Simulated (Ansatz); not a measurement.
A single point on `C#C[SiH2]C#C`.

```yaml
crystal:
  periodic: [false, false, false]
  atoms:
    - {symbol: C, position_ang: [1.986064, -0.068009, 1.693040]}
    - {symbol: C, position_ang: [1.245019, -0.318184, 0.775771]}
    - {symbol: Si, position_ang: [0.139517, -0.713752, -0.616364]}
    - {symbol: C, position_ang: [-1.252921, 0.459594, -0.648381]}
    - {symbol: C, position_ang: [-2.180563, 1.228677, -0.681707]}
    - {symbol: H, position_ang: [2.639623, 0.155608, 2.505083]}
    - {symbol: H, position_ang: [0.896061, -0.611380, -1.885802]}
    - {symbol: H, position_ang: [-0.384559, -2.089255, -0.450097]}
    - {symbol: H, position_ang: [-2.999844, 1.910302, -0.708643]}
basis:
  gaussian: {orbitals: def2-QZVPP}
correlation: {method: mp2}
```

```sh
$ ansatz run in.yaml --threads 2 --pin off --events-out ev --progress --plain
```

It prints (some lines left out):

```
Functional definition: HF
2494 factors; integrals over basis functions are off by at most 8.6e-4 eV
mean field evaluation 1: about -12042.7453 eV, gradient 3.7e1 eV
mean field evaluation 2: about -12042.9480 eV, gradient 3.7e1 eV
mean field evaluation 4: about -12046.7302 eV, gradient 3.5e0 eV
mean field evaluation 8: about -12046.7751 eV, gradient 2.9e-1 eV
mean field -12046.77536667 eV, -442.7108291276 hartree, gradient 2.2e-6 eV, S^2 0.000000; 0 other end points of the search recorded, 0 dependent functions left out
9 core orbitals not correlated: weight in the atoms' cores, before any rotation towards them, 1.000 or more for the frozen orbitals, at most 0.000 for the correlated occupied ones
reference -12046.77536667 eV, -442.7108291276 hartree; 12, 12 occupied and 397, 397 virtual orbitals, 2494 factors
second order -20.73053484 eV of doubles, -0.00000000 eV of singles
Total energy: -12067.50590152 eV, -443.4726622314 hartree
```

Run time 41 s (2 threads of a server CPU on a shared host); peak host memory 1.9 GiB.
